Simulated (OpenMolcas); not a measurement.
# Lines of O III: computed and rescaled rates

```json
{
 "Program": "OpenMolcas 26.06",
 "Method": "MS-CASPT2, IPEA 0.25 Eh, imaginary shift 0.1 Eh (closed shells correlated: 1s)",
 "Basis": "ANO-R3 [4s4p2d1f]",
 "Scalar Hamiltonian": "X2C, finite nucleus",
 "Active space": "4 electrons in 4 orbitals (2s 2p)",
 "State averaging": "2S+1 = 3 even, 6 roots; 2S+1 = 1 even, 11 roots; 2S+1 = 5 odd, 1 root; 2S+1 = 3 odd, 9 roots; 2S+1 = 1 odd, 8 roots",
 "Spin-orbit coupling": "state interaction with AMFI integrals over the reference wave functions, term energies averaged over their components"
}
```

Rates come from the transition moments of the reference wave functions (E1 and E2 in the length form). At fixed line strength A goes as λ^-3 for E1 and M1 and as λ^-5 for E2, so a rate at the computed wavelength can be rescaled to the measured one. Measured vacuum wavelengths follow from level energies in Moore, Selected Tables of Atomic Spectra, NSRDS-NBS 3, section 11. Branching counts decays inside the model space alone, at computed energies, and the table is only a selection of the E2 and M1 lines, drawn from those between levels with measured partners whose computed energy lies within a factor of 1.5 of the measured one.

```json
{"Upper": "2s² 2p² ¹S₀", "Lower": "2s² 2p² ¹D₂", "Type": "E2", "λ computed (nm)": "449.4", "λ measured (nm)": "436.4", "A computed (s-1)": "1.58e+00", "A rescaled (s-1)": "1.83e+00", "Branching %": "88.9"}
{"Upper": "2s² 2p² ¹S₀", "Lower": "2s² 2p² ³P₁", "Type": "M1", "λ computed (nm)": "235", "λ measured (nm)": "232.2", "A computed (s-1)": "1.97e-01", "A rescaled (s-1)": "", "Branching %": "11.1"}
{"Upper": "2s² 2p² ¹D₂", "Lower": "2s² 2p² ³P₁", "Type": "M1", "λ computed (nm)": "492.5", "λ measured (nm)": "496", "A computed (s-1)": "5.73e-03", "A rescaled (s-1)": "", "Branching %": "25.5"}
{"Upper": "2s² 2p² ³P₁", "Lower": "2s² 2p² ³P₀", "Type": "M1", "λ computed (nm)": "96500", "λ measured (nm)": "88360", "A computed (s-1)": "2.01e-05", "A rescaled (s-1)": "2.62e-05", "Branching %": "100.0"}
```

Spin-changing lines and M1 lines between different terms are not rescaled, since their strength hangs on the term gaps too.

The largest correction is for 2s² 2p² ³P₁ → 2s² 2p² ³P₀ (M1): 2.01e-05 × (96500 / 88360)^3 = 2.62e-05 s-1, a factor of 1.30.

The computed rate and branching of 2s² 2p² ³P₁ → 2s² 2p² ³P₀ give the upper level a radiative lifetime of 1.000 / 2.01e-05 s-1 = 4.98e+04 s, counting decays inside the model space alone. The rescaled rate gives about 3.8e+04 s.

No measured rate stands beside these. Rescaling mends the energy factor alone: line strengths can still be far off where a level mixes with configurations outside the active space, and weak or spin-changing lines hang on small mixing coefficients that depend on the term gaps too, so rescaling need not improve them.

CASPT2 breaks the degeneracy within a term, and the mean is taken; among the terms shown or strongly mixed into the levels shown the widest spread is 24 cm-1 (2s² 2p² ¹D). Measured partners are found by configuration, term and J. A level has none where our copy of the source lacks it or the pairing is in doubt (some pairs that miss far off the trend of their configuration count as doubtful). Levels of configurations outside the active space are missing.
